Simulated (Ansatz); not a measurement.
Species: sum formula CrOF₂, charge 0, multiplicity 3. The spin state was set by rule; other spins were not relaxed. 
Structure (B3LYP-D3(BJ)/def2-TZVP (Ansatz, a quantum-chemistry and plane-wave program) minimum search):
SMILES: [F][Cr](=[O])[F]
```xyz
4

Cr     0.0765    -0.0263    -0.0196
O      1.4978    -0.5153    -0.3834
F     -0.6488    -0.3813     1.5286
F     -0.8867     0.9095    -1.1356
```
Charge 0, spin multiplicity 3.

Total electronic energies in hartree. Correlated levels leave the core frozen unless marked. UHF or UKS for open shells. Spin-orbit coupling is left out. Frozen are the shells of the preceding noble gas and the d and f shells that filled before the atom's block. Non-relativistic. CBS marks a two-point X^-3 extrapolation of the correlation energy; Hartree-Fock from the larger set. The program attaches cautions to a run behind CCSD/6-31G: large difference.

The UHF reference is spin-contaminated (<S^2> 0.86 over the pure value in the largest basis). The T1 diagnostic of CCSD in the largest basis is 0.089, which is high, so the coupled-cluster rows are less sure than usual.

```json
[
 {"level": "RI-HF/def2-QZVPPD", "program": "Ansatz", "energy (Eh)": "-1317.24039"},
 {"level": "PBE/def2-TZVPD", "program": "Ansatz", "energy (Eh)": "-1319.15851"},
 {"level": "revPBE/def2-TZVPD", "program": "Ansatz", "energy (Eh)": "___"},
 {"level": "PBE0/6-31G*", "program": "Ansatz", "energy (Eh)": "___"},
 {"level": "BHLYP-D3(BJ)/def2-TZVPD", "program": "Ansatz + dftd3", "energy (Eh)": "-1319.41844"},
 {"level": "BHLYP-D4/def2-TZVPD", "program": "Ansatz + dftd4", "energy (Eh)": "-1319.41856"},
 {"level": "r2SCANh-D4/def2-TZVPD", "program": "Ansatz + dftd4", "energy (Eh)": "-1319.44513"},
 {"level": "r2SCANh/def2-TZVPD", "program": "Ansatz", "energy (Eh)": "-1319.44454"},
 {"level": "CAM-B3LYP/def2-TZVPD", "program": "Ansatz", "energy (Eh)": "-1319.58481"},
 {"level": "wB97M-V/def2-TZVPD", "program": "Ansatz", "energy (Eh)": "___"},
 {"level": "B2GP-PLYP-D3(BJ)/def2-TZVPD", "program": "Ansatz + dftd3", "energy (Eh)": "-1319.02095"},
 {"level": "B2PLYP-D4/def2-TZVPD", "program": "Ansatz + dftd4", "energy (Eh)": "-1319.19593"},
 {"level": "RI-MP2/CBS(def2-TZVPPD,def2-QZVPPD)", "program": "Ansatz", "energy (Eh)": "-1318.2526"},
 {"level": "CCSD/6-31G", "program": "Ansatz", "energy (Eh)": "-1317.42758"}
]
```

Task: Some entries are withheld; supply them.

Result: 
- revPBE/def2-TZVPD, energy (Eh): -1319.45549
- PBE0/6-31G*, energy (Eh): -1318.88941
- wB97M-V/def2-TZVPD, energy (Eh): -1319.45854
